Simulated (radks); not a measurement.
The numbers below are computed, except where a source is named.
Task: All-electron atom: Xe in [Xe]. Level of theory: Dirac Kohn-Sham, exchange-only LDA, spin-unpolarised, spherical densities, finite nucleus; Fermi nuclear charge, rms radius 4.7859 fm (a radial shooting solver on a logarithmic mesh with Libxc functionals).

Spin-orbit splittings of the eigenvalues, e(l+1/2) - e(l-1/2), with zeta = 2 splitting/(2l+1) and mean radii in bohr:

| shell | occ. | splitting (eV) | zeta (eV) | <r> j=l-1/2 | <r> j=l+1/2 |
|---|---|---|---|---|---|
| 2p | 6 | 324.2 | 216.1 | 0.09625 | 0.1020 |
| 3p | 6 | 61.53 | 41.02 | 0.2965 | 0.3082 |
| 3d | 10 | 13.02 | 5.207 | 0.2789 | 0.2826 |
| 4p | 6 | ? | ? | 0.7463 | 0.7747 |
| 4d | 10 | 1.992 | 0.7968 | 0.8724 | 0.8835 |
| 5p | 6 | 1.246 | 0.8306 | 2.249 | 2.379 |

Estimate the 4p splitting.

Result: 12.38 eV (zeta = 8.251 eV).
